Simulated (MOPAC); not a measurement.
A run for MOPAC: PM7 on H8SSi2 (a complex), monomers drawn apart or pushed together.

```
PM7 1SCF PRECISE CHARGE=0 THREADS=1
H8SSi2

S      0.11707214 1    -0.62044738 1     0.19740103 1
H      0.56597115 1     0.62354368 1    -0.03293470 1
H     -1.16582462 1    -0.24740611 1     0.06577021 1
Si     1.26707073 1     0.20258036 1     5.12678869 1
Si    -0.97253076 1     0.90190165 1     4.97031688 1
H      2.11435765 1     0.92084881 1     4.14505581 1
H      1.38465420 1    -1.25429330 1     4.88650283 1
H      1.79630975 1     0.49390792 1     6.48393173 1
H     -1.46078607 1     1.37022786 1     6.29276382 1
H     -1.85139617 1    -0.20494952 1     4.52401008 1
H     -1.10887385 1     2.02611515 1     4.01206374 1
```

Output:

```
*******************************************************************************
 **                                                                           **
 **                              MOPAC v23.2.5                                **
 **                                                                           **
 *******************************************************************************
 ** MOPAC's Digital Object Identifier: https://doi.org/10.5281/zenodo.6511958 **
 **                                                                           **
 ** Please cite the open-source release paper for use of this MOPAC version:  **
 ** J. E. Moussa and J. J. P. Stewart (2026)                                  **
 ** MOPAC: An open-source semiempirical molecular orbital program             **
 ** J. Open Source Softw., 11(119), 8025, https://doi.org/10.21105/joss.08025 **
 *******************************************************************************

                              PM7 CALCULATION RESULTS

 *******************************************************************************
 *  PM7        - The PM7 Hamiltonian to be used
 *
 *
 *
 *                 CHARGE ON SYSTEM = 0
 *
 *
 *
 *  PRECISE    - TIGHTER CRITERIA TO BE USED
 *  1SCF       - DO 1 SCF AND THEN STOP
 *  THREADS=1  - MULTI-THREADING NOT USED
 *  T=         - A TIME OF 172800.0 SECONDS REQUESTED
 *  DUMP=N     - RESTART FILE WRITTEN EVERY 7200.0 SECONDS REQUESTED
 *******************************************************************************
PM7 1SCF PRECISE CHARGE=0 THREADS=1
 H8SSi2

   ATOM   CHEMICAL          X               Y               Z
  NUMBER   SYMBOL      (ANGSTROMS)     (ANGSTROMS)     (ANGSTROMS)

     1       S          0.11707214  *  -0.62044738  *   0.19740103  *
     2       H          0.56597115  *   0.62354368  *  -0.03293470  *
     3       H         -1.16582462  *  -0.24740611  *   0.06577021  *
     4      Si          1.26707073  *   0.20258036  *   5.12678869  *
     5      Si         -0.97253076  *   0.90190165  *   4.97031688  *
     6       H          2.11435765  *   0.92084881  *   4.14505581  *
     7       H          1.38465420  *  -1.25429330  *   4.88650283  *
     8       H          1.79630975  *   0.49390792  *   6.48393173  *
     9       H         -1.46078607  *   1.37022786  *   6.29276382  *
    10       H         -1.85139617  *  -0.20494952  *   4.52401008  *
    11       H         -1.10887385  *   2.02611515  *   4.01206374  *



          CARTESIAN COORDINATES

    NO.       ATOM           X           Y           Z

     1         S          0.1171     -0.6204      0.1974
     2         H          0.5660      0.6235     -0.0329
     3         H         -1.1658     -0.2474      0.0658
     4        Si          1.2671      0.2026      5.1268
     5        Si         -0.9725      0.9019      4.9703
     6         H          2.1144      0.9208      4.1451
     7         H          1.3847     -1.2543      4.8865
     8         H          1.7963      0.4939      6.4839
     9         H         -1.4608      1.3702      6.2928
    10         H         -1.8514     -0.2049      4.5240
    11         H         -1.1089      2.0261      4.0121

 General Reference for PM7:
 "Optimization of Parameters for Semiempirical Methods VI: More Modifications to the
 NDDO Approximations and Re-optimization of Parameters", J. J. P. Stewart, J. Mol. Mod., 1:32, 19 (2013)
 https://link.springer.com/article/10.1007/s00894-012-1667-x

           Empirical Formula: H8 S Si2  =    11 atoms



      MOLECULAR POINT GROUP   :   C1


      RHF CALCULATION, NO. OF DOUBLY OCCUPIED LEVELS = 11


 -------------------------------------------------------------------------------
 PM7 1SCF PRECISE CHARGE=0 THREADS=1
 H8SSi2



     1SCF WAS SPECIFIED, SO BFGS WAS NOT USED
     SCF FIELD WAS ACHIEVED


                              PM7 CALCULATION
                                                       MOPAC v23.2.5 Linux




          FINAL HEAT OF FORMATION =         21.32587 KCAL/MOL =      89.22744 KJ/MOL


          COSMO AREA              =        169.69 SQUARE ANGSTROMS
          COSMO VOLUME            =        164.05 CUBIC ANGSTROMS

          IONIZATION POTENTIAL    =          9.374151 EV
          HOMO LUMO ENERGIES (EV) =         -9.374 -0.839
          NO. OF FILLED LEVELS    =         11
          MOLECULAR WEIGHT        =         96.2942         POINT GROUP:  C1

          MOLECULAR DIMENSIONS (Angstroms)

            Atom       Atom       Distance
            H     8    H     3     7.10750
            H     9    H     2     4.49699
            H    11    H     7     3.35175


          SCF CALCULATIONS        =          1





   ATOM   CHEMICAL          X               Y               Z
  NUMBER   SYMBOL      (ANGSTROMS)     (ANGSTROMS)     (ANGSTROMS)

     1       S          0.11707214  *  -0.62044738  *   0.19740103  *
     2       H          0.56597115  *   0.62354368  *  -0.03293470  *
     3       H         -1.16582462  *  -0.24740611  *   0.06577021  *
     4      Si          1.26707073  *   0.20258036  *   5.12678869  *
     5      Si         -0.97253076  *   0.90190165  *   4.97031688  *
     6       H          2.11435765  *   0.92084881  *   4.14505581  *
     7       H          1.38465420  *  -1.25429330  *   4.88650283  *
     8       H          1.79630975  *   0.49390792  *   6.48393173  *
     9       H         -1.46078607  *   1.37022786  *   6.29276382  *
    10       H         -1.85139617  *  -0.20494952  *   4.52401008  *
    11       H         -1.10887385  *   2.02611515  *   4.01206374  *

                             CARTESIAN COORDINATES

   1    S        0.117072140    -0.620447380     0.197401030
   2    H        0.565971150     0.623543680    -0.032934700
   3    H       -1.165824620    -0.247406110     0.065770210
   4   Si        1.267070730     0.202580360     5.126788690
   5   Si       -0.972530760     0.901901650     4.970316880
   6    H        2.114357650     0.920848810     4.145055810
   7    H        1.384654200    -1.254293300     4.886502830
   8    H        1.796309750     0.493907920     6.483931730
   9    H       -1.460786070     1.370227860     6.292763820
  10    H       -1.851396170    -0.204949520     4.524010080
  11    H       -1.108873850     2.026115150     4.012063740


           Empirical Formula: H8 S Si2  =    11 atoms



      MOLECULAR POINT GROUP   :   C1


                  EIGENVALUES
 -27.02968 -20.02882 -16.25699 -14.21293 -12.82461 -12.80365 -12.24423 -12.20344
 -11.77094 -10.66124  -9.37415  -0.83864  -0.25514  -0.14539   0.00946   0.03627
   0.33410   2.06042   2.09840   2.67702   2.72087   2.79217   3.36253   6.49739
   8.48554  18.64057  18.65109  20.12237  20.14718  20.21858  21.49391  21.50717
  21.57631  22.75940  22.76761


              NET ATOMIC CHARGES AND DIPOLE CONTRIBUTIONS

  ATOM NO.   TYPE          CHARGE      No. of ELECS.   s-Pop       p-Pop       d-Pop
    1          S          -0.327522        6.3275     1.87673     4.30622     0.14457
    2          H           0.163678        0.8363     0.83632
    3          H           0.163951        0.8360     0.83605
    4         Si          -0.056026        4.0560     0.92626     3.03695     0.09283
    5         Si          -0.059800        4.0598     0.92601     3.04074     0.09305
    6          H           0.019122        0.9809     0.98088
    7          H           0.023654        0.9763     0.97635
    8          H           0.018980        0.9810     0.98102
    9          H           0.018535        0.9815     0.98146
   10          H           0.020172        0.9798     0.97983
   11          H           0.015254        0.9847     0.98475
 DIPOLE           X         Y         Z       TOTAL
 POINT-CHG.    -0.594     1.196    -0.272     1.363
 HYBRID        -0.166     0.291    -0.111     0.353
 SUM           -0.761     1.486    -0.384     1.713


          ATOMIC ORBITAL ELECTRON POPULATIONS

     Atom    s        px        py        pz      x^2-y^2     xz        z^2       yz        xy
    1  S   1.87673   1.09511   1.24676   1.96435   0.06421   0.00358   0.03296   0.00972   0.03411
    2  H   0.83632
    3  H   0.83605
    4 Si   0.92626   1.00900   1.01686   1.01108   0.02512   0.02053   0.02247   0.01198   0.01273
    5 Si   0.92601   1.01882   1.01154   1.01038   0.01593   0.01235   0.01855   0.02554   0.02068
    6  H   0.98088
    7  H   0.97635
    8  H   0.98102
    9  H   0.98146
   10  H   0.97983
   11  H   0.98475

 **********************
 *                    *
 * JOB ENDED NORMALLY *
 *                    *
 **********************




 == MOPAC DONE ==
```

The run finished.

Cost: roughly 0.04 core-seconds.
